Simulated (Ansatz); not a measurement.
```xyz
13

Al   -2.424   -0.533    0.071
Si   -0.050   -0.551   -0.487
Si    0.602    1.546   -1.293
Si    1.226   -0.924    1.439
H    -3.449   -1.545   -0.597
H    -2.942    0.527    1.133
H     0.308   -1.585   -1.503
H     2.057    1.579   -1.604
H     0.315    2.575   -0.257
H    -0.150    1.907   -2.527
H     0.906   -2.245    2.049
H     0.919    0.136    2.438
H     2.683   -0.887    1.139
```

The species carries charge 0 and has multiplicity 1.

Question: List the r2SCAN/def2-TZVPP orbital energies in eV (Ansatz 0.2.0). (Best estimate.)

Answer: The calculation gave: Occupied: -1791.01, -1791.01, -1790.66, -1517.36, -141.50, -141.50, -141.19, -110.86, -96.36, -96.36, -96.35, -96.35, -96.34, -96.34, -96.05, -96.04, -96.03, -71.23, -70.98, -70.95, -14.81, -13.70, -12.23, -10.36, -9.24, -9.09, -8.88, -8.84, -8.17, -7.67, -7.23, -6.65. Lowest empty: -2.73, -0.87, -0.61, -0.30, -0.09, 0.09, 0.47, 0.88.
